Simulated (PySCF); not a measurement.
Isomers of C7H13FO2, mass 148.090 u with the commonest isotopes. Theory: PBE0/pcSseg-1 in PySCF (dipole) on a GFN2-xTB geometry, gas phase. One conformer each, none proved a minimum here; rigid rotors.

Question: Order these by out-of-plane moment Σ m c² = (Ia + Ib − Ic)/2, smallest first.
A. `[CH3:1][CH2:2][O:3]/[C:4]([O:5][CH3:6])=[C:7](\[CH3:8])[CH2:9][F:10]` with C1–C2–O3–C4 172°, C2–O3–C4–O5 -58°, O3–C4–O5–C6 -56°, C4–C7–C9–F10 -118°
B. `[CH3:1][CH2:2][C@@:3]1([O:4][C@@H:5]([CH3:6])[F:7])[CH2:8][CH2:9][O:10]1` with C1–C2–C3–O4 64°, C2–C3–O4–C5 -164°, C3–O4–C5–C6 160°
C. `[CH3:1][CH2:2][CH2:3][C@@H:4]1[O:5][CH2:6][CH2:7][O:8][C@H:9]1[F:10]` with C1–C2–C3–C4 73°, C2–C3–C4–O5 -64°, C3–C4–O5–C6 -75°, C4–O5–C6–C7 -56°, O5–C6–C7–O8 57°, C6–C7–O8–C9 -57°
D. `[CH3:1][CH2:2][O:3][C@@H:4]1[CH2:5][C@H:6]1[C@@H:7]([F:8])[O:9][CH3:10]` with C1–C2–O3–C4 -69°, C2–O3–C4–C5 166°, C5–C6–C7–F8 32°, C6–C7–O9–C10 173°

Answer: A (32.73 u·Å²), D (42.68 u·Å²), B (62.76 u·Å²), C (65.31 u·Å²).

Question: Order these by rotational constant C, smallest first.
A. `[CH3:1][CH2:2][O:3][C@@H:4]1[CH2:5][C@H:6]1[C@@H:7]([F:8])[O:9][CH3:10]` with C1–C2–O3–C4 -69°, C2–O3–C4–C5 166°, C5–C6–C7–F8 32°, C6–C7–O9–C10 173°
B. `[CH3:1][CH2:2][O:3]/[C:4]([O:5][CH3:6])=[C:7](\[CH3:8])[CH2:9][F:10]` with C1–C2–O3–C4 172°, C2–O3–C4–O5 -58°, O3–C4–O5–C6 -56°, C4–C7–C9–F10 -118°
C. `[CH3:1][CH2:2][CH2:3][C@@H:4]1[O:5][CH2:6][CH2:7][O:8][C@H:9]1[F:10]` with C1–C2–C3–C4 73°, C2–C3–C4–O5 -64°, C3–C4–O5–C6 -75°, C4–O5–C6–C7 -56°, O5–C6–C7–O8 57°, C6–C7–O8–C9 -57°
D. `[CH3:1][CH2:2][C@@:3]1([O:4][C@@H:5]([CH3:6])[F:7])[CH2:8][CH2:9][O:10]1` with C1–C2–C3–O4 64°, C2–C3–O4–C5 -164°, C3–O4–C5–C6 160°

Answer: B (604.2 MHz), A (680.6 MHz), C (796.4 MHz), D (821.2 MHz).

Question: Order these by rotational constant B, smallest first.
A. `[CH3:1][CH2:2][C@@:3]1([O:4][C@@H:5]([CH3:6])[F:7])[CH2:8][CH2:9][O:10]1` with C1–C2–C3–O4 64°, C2–C3–O4–C5 -164°, C3–O4–C5–C6 160°
B. `[CH3:1][CH2:2][O:3][C@@H:4]1[CH2:5][C@H:6]1[C@@H:7]([F:8])[O:9][CH3:10]` with C1–C2–O3–C4 -69°, C2–O3–C4–C5 166°, C5–C6–C7–F8 32°, C6–C7–O9–C10 173°
C. `[CH3:1][CH2:2][O:3]/[C:4]([O:5][CH3:6])=[C:7](\[CH3:8])[CH2:9][F:10]` with C1–C2–O3–C4 172°, C2–O3–C4–O5 -58°, O3–C4–O5–C6 -56°, C4–C7–C9–F10 -118°

Answer: C (770.1 MHz), B (912.0 MHz), A (1115 MHz).

```csv
SMILES,point group,Ia (u·Å²),Ib (u·Å²),Ic (u·Å²),κ,μa (D),μb (D),μc (D)
CCO/C(OC)=C(\C)CF,C1,245.69,656.26,836.49,-0.77,3.03,0.66,0.97
CCO[C@@H]1C[C@H]1[C@@H](F)OC,C1,273.80,554.14,742.58,-0.60,1.66,1.25,0.66
CCC[C@@H]1OCCO[C@H]1F,C1,221.80,543.39,634.57,-0.82,1.23,0.81,1.14
CC[C@@]1(O[C@@H](C)F)CCO1,C1,287.48,453.46,615.42,-0.37,0.84,0.44,0.01
```
